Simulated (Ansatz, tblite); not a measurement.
Forces on the cluster Al₆N₆ at its PBE-D4/def2-SVP geometry. Total charge 0; singlet.

The xTB rows come from tblite. Another isomer (singlet) lies 4.22 eV lower at PBE0-D4/def2-TZVP; other spin states weren't run for this one.

GFN1-xTB (tblite), largest force 3.99 eV/Å:

```xyz
12
positions Å, forces eV/Å
Al    2.573   -0.390   -0.472    1.675   -0.268   -0.151
Al   -1.338    0.139   -0.807   -0.800    0.000   -0.441
Al    0.164   -1.399    0.704   -0.081   -1.007    0.724
Al   -1.733   -0.252    2.045   -0.355   -1.259    1.190
Al    0.824   -1.407   -2.084    0.414   -1.000   -1.316
Al    0.493    1.204    0.878    0.302    0.642    0.577
N    -0.680   -1.616   -0.978   -0.978   -1.158    0.125
N     1.625   -0.276    1.145    0.428   -0.344    1.415
N    -2.255    0.918    0.639    1.223    1.721    1.264
N    -1.218    1.523    1.594   -1.875   -0.094   -1.594
N     1.273    0.443   -1.663   -2.645    2.733    1.150
N     0.272    1.113   -0.999    2.692    0.034   -2.944
```

GFN2-xTB (tblite), largest force 1.58 eV/Å:

```
Al -1.005 0.469 0.609
Al 0.014 0.244 0.638
Al 0.377 0.136 -0.491
Al -0.195 1.132 -0.503
Al -0.846 0.560 0.754
Al -0.668 -0.153 0.013
N 0.731 0.166 0.262
N -0.244 -0.402 -0.642
N 1.413 -0.573 0.372
N 0.118 -1.344 -0.830
N 0.086 -0.474 0.207
N 0.219 0.238 -0.387
```

PBE-D4/def2-TZVP (Ansatz), largest force 0.32 eV/Å:

```
Al -0.243 0.154 0.136
Al 0.225 -0.050 0.111
Al 0.094 0.086 -0.156
Al -0.043 0.253 -0.113
Al -0.216 0.169 0.161
Al -0.049 -0.211 -0.142
N 0.123 0.065 0.019
N -0.036 -0.031 -0.131
N -0.034 -0.174 -0.091
N 0.167 -0.060 0.093
N 0.208 -0.231 -0.081
N -0.195 0.029 0.194
```
